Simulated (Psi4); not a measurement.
A dimer, CH2O2 ··· CS2 (SMILES O=CO and S=C=S), singlet; the first 5 atoms form monomer A.

```
8

O      0.7582    -0.6076    -0.0717
C     -0.4180     0.0298     0.0552
O     -0.5672     1.2165     0.0144
H      1.4472     0.0658    -0.1999
H     -1.2201    -0.7045     0.2021
S      2.7919     2.6369    -1.5527
C      1.5369     3.4252    -2.0159
S      0.2819     4.2135    -2.4790
```

Task: What interaction energy does SAPT0/jun-cc-pVDZ, frozen core (Psi4) give, and which attractive term is the largest?

Result: Total -1.29 kcal/mol: electrostatics -0.63, exchange 0.98, induction -0.48, dispersion -1.16. The most attractive term is dispersion.
